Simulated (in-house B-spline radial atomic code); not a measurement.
# V⁸⁺: [Ne] 3s2 (3p1/2)2 (3p3/2)1 (an excited or competing configuration)

Level of theory: Dirac-Hartree-Fock, average of the jj configuration, Fermi nucleus of rms radius 3.6002 fm; calculated with a B-spline radial code for spherical atoms.

Z_r = [3n² - l(l+1)]/(2<r>); Z_e = n√(-2ε); the last column is Slater's effective charge. Values are occupation-weighted means over j.

```tsv
shell	electrons	ε (eV)	<r> (bohr)	Z_r	Z_e	Slater
1s	2	-5700.7	0.06638	22.60	20.47	22.70
2s	2	-830.97	0.3042	19.72	15.63	18.85
2p	6	-719.53	0.2716	18.41	14.54	18.85
3s	2	-230.51	0.8577	15.74	12.35	12.80
3p	3	-200.96	0.8736	14.31	11.53	12.80
```

The least bound orbital is 3p1/2 at -200.9 eV, while the most diffuse is 3p3/2 (<r> = 0.8756 bohr against 0.8726 bohr): energy order and size order differ.

For the 1s electron the small component carries 0.681 % of the norm, the zero-frequency Breit interaction raises the level by 5.659 eV, self-energy by 2.705 eV, and vacuum polarisation lowers it by 0.2153 eV.
